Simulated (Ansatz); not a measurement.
System: CNO, net charge -1, singlet state. It need not be the lowest isomer of its formula. Whether it binds its extra electron was not tested at this geometry. SMILES: [N-]=C=O
Structure (B3LYP-D3(BJ)/def2-TZVP (Ansatz, a quantum-chemistry and plane-wave program) minimum search):
```
C
N 1 1.1864
O 1 1.2258 2 180.00
```
Charge -1, spin multiplicity 1.

Parts of the frozen-core correlation energy in STO-3G (Ansatz, hartree). Frozen orbitals: 3; correlated occupied orbitals by spin: 8 and 8; virtual: 4 and 4. No spin-orbit coupling. Non-relativistic.

```json
[
 {"term": "reference (HF)", "value": "-164.80447"},
 {"term": "MP2 opposite-spin", "value": "-0.13925"},
 {"term": "MP2 same-spin", "value": "-0.05187"},
 {"term": "CCSD correlation", "value": "-0.18706"},
 {"term": "(T)", "value": "-0.01427"},
 {"term": "FCI minus CCSD(T)", "value": "-0.00079"},
 {"term": "T1 diagnostic", "value": "0.018"},
 {"term": "largest doubles amplitude", "value": "0.109"}
]
```
